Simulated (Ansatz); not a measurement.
Mulliken charges of `C1[O][Zn][S]1` from B3LYP/def2-TZVPP in Ansatz (PBE0-D4/def2-TZVP geometry).

```csv
atom,x (Å),y (Å),z (Å),charge (e)
C1,-0.234,0.429,-0.081,0.136
O2,1.110,0.526,0.269,-0.508
Zn3,1.265,-1.326,0.393,0.493
S4,-0.843,-1.374,-0.160,-0.321
H5,-0.879,0.912,0.661,0.101
H6,-0.420,0.833,-1.081,0.101
```

Task: By hand: the dipole of these point charges (1 e Å = 4.8032 D).

Result: Σ q r = (0.167, -0.245, 0.055) e Å, of length 0.302 e Å = 1.45 D.

Task: How does the dipole of the full density compare? (An estimate is asked.)

Result: Ansatz gave: (0.487, -0.404, 0.146) e Å, 3.12 D; the point charges give 0.46 times that, at 16° from its direction.

Point charges leave out the atoms' own dipoles, such as those of lone pairs, and Mulliken's split depends on the basis, so the two needn't agree.

B3LYP here is the variant with VWN-RPA as its local correlation; programs differ in this.
